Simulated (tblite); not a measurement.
Run record: tight-binding relaxation, `C[C@H](CF)OCO[SiH3]`.

Computed with GFN2-xTB geometry optimisation, gas phase (tblite 0.8.0). Start geometry: from a force field or distance geometry. A driver script takes a list of jobs; this job's settings line and coordinates (Å) are shown.

Command:
```bash
OMP_NUM_THREADS=1 python probes_run.py task.json out
```

Input:
```
{"job": {"kind": "relax", "xc": "GFN2-xTB", "basis": "xTB"}, "charge": 0, "multiplicity": 1}
C     -2.203100    -1.062700    -1.031300
C     -1.132500    -0.440400    -0.160900
C     -1.750100     0.182900     1.093800
F     -0.788700     0.463200     1.999500
O     -0.468900     0.536900    -0.954300
C      0.810900     0.921700    -0.468900
O      1.727800    -0.156400    -0.547100
Si     3.291300     0.119000    -0.036700
H     -1.764000    -1.498000    -1.932100
H     -2.762500    -1.846300    -0.495100
H     -2.928800    -0.300700    -1.366600
H     -0.424100    -1.232500     0.142600
H     -2.477100    -0.489600     1.579500
H     -2.251600     1.131500     0.851300
H      0.724200     1.322100     0.555500
H      1.153500     1.741600    -1.101200
H      3.874000     1.209000    -0.851300
H      3.272300     0.526700     1.381100
H      4.087600    -1.118800    -0.191200
```

Output:
```
step      E/eV     max force
  0    -784.15357    1.184
  1    -784.22693    0.692
  2    -784.25328    0.447
  3    -784.26990    0.380
  4    -784.28359    0.353
  5    -784.29443    0.327
  6    -784.30567    0.295
  7    -784.31542    0.236
  8    -784.32318    0.264
  9    -784.32902    0.211
... (82 lines left out)
 92    -784.37816    0.013
 93    -784.37818    0.013
 94    -784.37820    0.014
 95    -784.37823    0.015
 96    -784.37826    0.014
 97    -784.37829    0.016
 98    -784.37832    0.015
 99    -784.37835    0.012
100    -784.37838    0.012
101    -784.37840    0.009
```

«max force» is the largest atomic force in eV/Å.

Task: From which step on does the largest force stay under 0.1 eV/Å, and how much energy is left to gain from there?

Result: From step 22 (0.097 eV/Å), 18.1 meV above the end.

Summary of the converged run: energy lowered by 5.2 kcal/mol over 101 steps; largest atomic force 0.009 eV/Å at the end.

Task: Give the final coordinates.

Result: 0.196 Å rms from the input after alignment:
```
atom  x, y, z in Å
C1    -2.0967   -1.1227   -1.0205
C2    -1.0757   -0.4058   -0.1449
C3    -1.7582    0.1873    1.0936
F4    -0.8550    0.4199    2.1047
O5    -0.4800    0.6121   -0.9447
C6     0.7520    1.0619   -0.4960
O7     1.6918    0.0475   -0.5357
Si8    3.2319    0.0667   -0.0307
H9    -1.6085   -1.4705   -1.9256
H10   -2.5213   -1.9726   -0.4942
H11   -2.8909   -0.4354   -1.2993
H12   -0.2967   -1.1075    0.1820
H13   -2.4996   -0.5073    1.4986
H14   -2.2227    1.1482    0.8527
H15    0.6893    1.4672    0.5269
H16    1.0303    1.8716   -1.1828
H17    4.0166    1.0274   -0.8111
H18    3.3142    0.4440    1.3823
H19    3.5694   -1.3229   -0.2885
```

Task: Estimate the wall time. Hardware: one thread, Arm Neoverse N1 (aarch64), shared host with 64 logical CPUs at a one-minute load of 57.

Result: About 1.1 s.
Labels such as C1 count atoms from 1, the log's own numbers from 0.
